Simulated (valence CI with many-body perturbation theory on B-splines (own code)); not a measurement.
Results of a calculation; reference values are marked as such.
# From CI to CI+MBPT in Yb LVI

Method: relativistic CI+MBPT: five valence electrons over a frozen Dirac-Fock core [Ne], radial functions for each j: 9 s, 9 p, 8 d, 6 f, 3 g, 1 h, with the one-electron correlation potential Σ1, the two-electron term Σ2, the three-electron term Σ3, Breit, model QED; selected CI, second order for the rest (own B-spline code, finite nucleus).

No measured spectrum was set against this ion. As an estimate, large intervals hold to a few tenths of a per cent, small ones and those within an open d or f shell to about a per cent. Among the levels kept, up to 570 cm⁻¹ of a level comes from second order outside the variational space, and about a tenth of that is noise between levels of different J, which matters for small intervals.

Each rung adds one term. CI alone is the Dirac-Coulomb CI over the frozen core; QED comes last and gives the full result, which names the levels. Energies are above (3s^2 3p1/2^2 3p3/2) J=3/2 on the same rung, in eV.

Levels are named by their leading jj configuration (3d3/2^4 stands for four electrons in 3d with j = 3/2), which in mixed levels can hold well under half, so a name can repeat and another be missing. Letters in brackets count levels of one name in rising energy.

```csv
Level,CI alone
(3s^2 3p1/2^2 3d3/2) J=3/2,215.79
(3s^2 3p1/2 3p3/2^2) J=3/2,262.04
(3s^2 3p1/2 3p3/2^2) J=5/2,273.74
(3s^2 3p1/2 3p3/2^2) J=1/2,287.44
(3s^2 3p1/2^2 3d5/2) J=5/2,291.97
(3s 3p1/2^2 3p3/2^2) J=5/2,423.09
(3s 3p1/2^2 3p3/2^2) J=3/2,451.34
(3s 3p1/2^2 3p3/2^2) J=1/2,452.13
(3s^2 3p1/2 3p3/2 3d3/2) J=5/2 [a],476.19
(3s^2 3p1/2 3p3/2 3d3/2) J=1/2 [a],478.48
(3s^2 3p1/2 3p3/2 3d3/2) J=3/2 [a],478.91
(3s^2 3p1/2 3p3/2 3d3/2) J=7/2,488.26
(3s^2 3p1/2 3p3/2 3d3/2) J=5/2 [b],515.67
(3s^2 3p1/2 3p3/2 3d3/2) J=1/2 [b],524.21
(3s^2 3p1/2 3p3/2 3d3/2) J=3/2 [b],524.85
(3s^2 3p1/2 3p3/2 3d5/2) J=7/2 [a],540.20
```

Problem. What do these energies become with core correlation, Breit and QED?

Solution. (3s^2 3p1/2^2 3d3/2) J=3/2 213.73 (-2.060); (3s^2 3p1/2 3p3/2^2) J=3/2 259.44 (-2.598); (3s^2 3p1/2 3p3/2^2) J=5/2 270.56 (-3.180); (3s^2 3p1/2 3p3/2^2) J=1/2 284.82 (-2.616); (3s^2 3p1/2^2 3d5/2) J=5/2 288.06 (-3.904); (3s 3p1/2^2 3p3/2^2) J=5/2 419.20 (-3.887); (3s 3p1/2^2 3p3/2^2) J=3/2 447.34 (-3.997); (3s 3p1/2^2 3p3/2^2) J=1/2 448.54 (-3.589); (3s^2 3p1/2 3p3/2 3d3/2) J=5/2 [a] 471.02 (-5.170); (3s^2 3p1/2 3p3/2 3d3/2) J=1/2 [a] 473.94 (-4.538); (3s^2 3p1/2 3p3/2 3d3/2) J=3/2 [a] 473.98 (-4.928); (3s^2 3p1/2 3p3/2 3d3/2) J=7/2 482.50 (-5.763); (3s^2 3p1/2 3p3/2 3d3/2) J=5/2 [b] 510.00 (-5.671); (3s^2 3p1/2 3p3/2 3d3/2) J=1/2 [b] 518.97 (-5.247); (3s^2 3p1/2 3p3/2 3d3/2) J=3/2 [b] 519.21 (-5.638); (3s^2 3p1/2 3p3/2 3d5/2) J=7/2 [a] 533.93 (-6.271).

Problem. How does the ionisation energy move along the ladder, and which term matters most?

Solution. CI alone 5345.9, + Σ1 5346.8, + Σ2 5346.9, + Σ3 5346.5, + Breit 5342.2, + QED 5341.7 eV. The largest step is Breit, -4.3 eV. NIST lists 5339 ± 5 eV (theoretical).
